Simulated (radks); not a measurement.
The nuclear charge of the phosphorus ion P2+ is varied continuously with 13 electrons held in [Ne] 3s2 3p1. All-electron calculation, scalar-relativistic Kohn-Sham, r2SCAN, spin-polarised, spherical densities, finite nucleus; open shells are filled with parallel spins first; meta-GGA in the generalised Kohn-Sham scheme; Fermi nuclear charge, rms radius 3.1889 fm. Program: a radial shooting solver on a logarithmic mesh with Libxc functionals. By the Hellmann-Feynman theorem dE/dZ = E(electron-nucleus)/Z, the electronic potential at the nucleus (averaged over a nucleus of fixed radius). The scalar-relativistic energy here is not variational (the density holds large components alone), so the two differ by a part that grows with Z.

Z     E (hartree)  E(electron-nucleus)/Z (hartree)  HOMO  e(HOMO) (eV)  <r> HOMO (bohr)
14     -289.67136                         -49.0824    3p       -12.173            2.436
14.2   -299.57813                         -49.9653    3p       -14.446            2.320
14.4   -309.66156                         -50.8479    3p       -16.859            2.216
14.6   -319.92161                         -51.7302    3p       -19.412            2.123
14.8   -330.35821                         -52.6124    3p       -22.101            2.039
15     -340.97135                         -53.4943    3p       -24.927            1.962
15.2   -351.76101                         -54.3762    3p       -27.886            1.892
15.4   -362.72718                         -55.2581    3p       -30.979            1.827
15.6   -373.86986                         -56.1400    3p       -34.203            1.767
15.8   -385.18906                         -57.0219    3p       -37.559            1.711
16     -396.68480                         -57.9038    3p       -41.044            1.660

The central difference of E at Z = 15 is -53.507 hartree, to compare with the third column; the second derivative is -4.41 hartree.
